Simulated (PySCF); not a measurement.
Species: `CC(C)C[SiH2]C([SiH3])[SiH3]`. The columns A, B, C and D hold Mulliken, IAO, Hirshfeld and ESP-fitted charges (e) of one PBE0/pcSseg-1 density (PySCF), in a shuffled order. Coordinates in Å (GFN2-xTB); the density's dipole moment is (-0.93, 0.35, 0.47) D.

```csv
atom,x,y,z,A,B,C,D
C1,-2.241,-0.727,0.964,-0.118,-0.574,-0.415,-0.219
C2,-1.708,0.492,0.218,-0.017,+0.571,-0.078,-0.398
C3,-2.832,1.506,0.008,-0.118,-0.616,-0.414,-0.203
C4,-1.091,0.095,-1.124,-0.157,-0.464,-0.530,-0.484
Si5,0.447,-1.023,-1.038,+0.326,+0.416,+0.735,+0.655
C6,1.716,-0.362,0.219,-0.275,-0.418,-0.921,-1.123
Si7,2.252,1.429,-0.138,+0.304,+0.345,+0.592,+0.489
Si8,3.205,-1.532,0.387,+0.303,+0.313,+0.598,+0.497
H9,-2.693,-0.431,1.909,+0.040,+0.132,+0.138,+0.113
H10,-2.997,-1.232,0.366,+0.039,+0.145,+0.135,+0.105
H11,-1.442,-1.434,1.172,+0.035,+0.121,+0.133,+0.125
H12,-0.933,0.965,0.832,+0.029,-0.051,+0.118,+0.127
H13,-3.265,1.803,0.962,+0.039,+0.144,+0.136,+0.110
H14,-3.620,1.075,-0.606,+0.038,+0.145,+0.133,+0.102
H15,-2.458,2.398,-0.490,+0.039,+0.136,+0.137,+0.113
H16,-0.817,1.006,-1.659,+0.036,+0.107,+0.141,+0.145
H17,-1.858,-0.393,-1.729,+0.038,+0.119,+0.142,+0.135
H18,1.048,-1.062,-2.379,-0.082,-0.109,-0.123,-0.044
H19,0.065,-2.401,-0.685,-0.082,-0.110,-0.126,-0.052
H20,1.223,-0.350,1.197,+0.042,+0.160,+0.166,+0.208
H21,2.854,1.517,-1.470,-0.075,-0.083,-0.116,-0.059
H22,1.105,2.343,-0.076,-0.075,-0.094,-0.118,-0.072
H23,3.226,1.873,0.864,-0.078,-0.094,-0.114,-0.068
H24,2.749,-2.870,0.776,-0.077,-0.088,-0.114,-0.068
H25,4.116,-1.038,1.425,-0.078,-0.084,-0.116,-0.070
H26,3.924,-1.623,-0.885,-0.075,-0.073,-0.117,-0.061
```

**Question.** Which column most likely holds the ESP-fitted charges?

**Answer.** B. Σ q r misses the density's dipole by 0.02 D (B), 0.84 D (A), 1.62 D (C), 2.32 D (D). Charges fitted to the outside potential are the only set here that is tied to the molecule's multipoles.

**Question.** And the Hirshfeld charges?

**Answer.** A. The mean sizes are 0.101 e (A), 0.220 e (B), 0.225 e (D), 0.254 e (C), and Hirshfeld charges are commonly the smallest of these schemes.

As computed, A = Hirshfeld, B = ESP-fitted, C = IAO, D = Mulliken. Hydrogens on carbon: Hirshfeld +0.03 to +0.04, ESP-fitted -0.05 to +0.16, IAO +0.12 to +0.17, Mulliken +0.10 to +0.21 e.

The Mulliken scheme gives each basis function's population to the atom it is centred on and halves the overlap population of two atoms between them. The IAO scheme projects the occupied orbitals on a minimal set of polarised atomic orbitals and counts the electrons in each atom's part of it.

Geometry: GFN2-xTB, one conformer, isolated molecule.

These values come from a run that also computed NMR shieldings. On one thread, Arm Neoverse N1 (aarch64), shared host, this took 1.8 min of wall time and 1.2 GiB of memory at its peak.

Conformer computed: `[CH3:1][CH:2]([CH3:3])[CH2:4][SiH2:5][CH:6]([SiH3:7])[SiH3:8]`: C1–C2–C4–Si5 -64°, C2–C4–Si5–C6 -48°, C4–Si5–C6–Si7 -56°.
